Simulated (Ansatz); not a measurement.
Basis sets compared for trans-CoF2(H2O)4 (CoO4F2H8). The state is a quartet with charge 0. Geometry PBE-D4/def2-SVP. Ansatz on 4 threads of Arm Neoverse V2 on a shared host; times are rough, and most runs start from earlier orbitals.

```xyz
15

Co    0.002   -0.001    0.000
F    -1.218    1.525    0.412
F     1.219   -1.527   -0.416
O     0.823    1.113    1.722
O    -0.826   -1.112   -1.719
O     1.752    0.854   -0.946
O    -1.748   -0.857    0.948
H     0.624    0.679    2.573
H    -0.032    1.604    1.469
H     0.031   -1.600   -1.476
H    -0.636   -0.671   -2.569
H     2.008   -0.116   -0.875
H     2.146    1.260   -0.146
H    -2.142   -1.263    0.148
H    -2.004    0.112    0.876
```

No other spin state of charge 0 was run. Another isomer (quartet) lies 0.16 eV lower at PBE-D4/def2-SVP; other spin states weren't run for this one.

Binding counts from free atoms (Co quartet, F doublet, O triplet, H doublet) in the same basis, without a counterpoise term.

```tsv
level	functions	energy (Eh)	HOMO (eV)	LUMO (eV)	binding per atom (eV)	wall time
PBE-D4/def2-SVP	155	-1886.9871	-4.30	-3.41	3.62	5.5 s
PBE0-D4/def2-SVP	155	-1887.0109	-7.48	-1.29	3.48	12 s
```

Question: Estimate the rows for PBE-D4/def2-TZVP (with forces), PBE0-D4/def2-TZVP.

Answer: 
```
                         level  functions  energy (Eh)  HOMO (eV)  LUMO (eV)  binding per atom (eV)  wall time
PBE-D4/def2-TZVP (with forces)        279   -1887.8065      -5.07      -4.18                   3.53       11 s
             PBE0-D4/def2-TZVP        279   -1887.8133      -7.98      -1.87                   3.42       74 s
```
